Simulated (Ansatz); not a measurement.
This geometry of ClGeH3 + H3N (9 atoms, charge 0, multiplicity 1) is a first-order saddle point.

All numbers below come from RKS PBE-D4/def2-mTZVP (Ansatz 0.2.0).

```xyz
9
Properties=species:S:1:pos:R:3
Ge -0.194 0.143 -0.029
Cl 0.356 0.641 2.362
H 0.941 -0.906 0.001
H 0.101 1.623 -0.356
H -1.043 -0.326 -1.293
N -2.019 -0.248 1.019
H -2.273 -1.242 0.973
H -2.803 0.296 0.642
H -1.823 0.019 1.997
```

(1) Which two structures does it join? (They come from a converged band through this point; their orientation in space is the band's.)

(2) How far does it lie above each of them?

Answers

(1) Bonds broken: Ge1–Cl2, N6–H9. Bonds formed: Ge1–N6, Cl2–H9. ClGeH3 + H3N becomes ClH + GeH5N.

First end point:

```xyz
9
Properties=species:S:1:pos:R:3
Ge 0.398 0.031 -0.073
Cl 0.616 -0.119 2.112
H 1.868 0.028 -0.574
H -0.283 1.370 -0.411
H -0.346 -1.217 -0.582
N -2.537 -0.010 1.014
H -3.261 -0.684 0.750
H -3.013 0.889 1.139
H -2.198 -0.287 1.940
```

Last end point:

```xyz
9
Properties=species:S:1:pos:R:3
Ge -0.401 0.034 -0.454
Cl -0.483 0.464 3.387
H 0.710 -0.950 -0.045
H 0.024 1.509 -0.344
H -0.957 -0.293 -1.862
N -1.768 -0.187 0.860
H -2.131 -1.143 0.907
H -2.566 0.440 0.720
H -1.184 0.126 2.146
```

(2) 13.5 kcal/mol above the first and 2.5 kcal/mol above the second. This is the barrier of this one path; another mechanism may lie lower. The orbitals stay closed-shell, which can raise the energy where a bond breaks towards radicals; this wasn't checked here.

The run took 4.3 min on 2 threads of Arm Neoverse V2, on a shared host, peak memory 0.13 GiB.
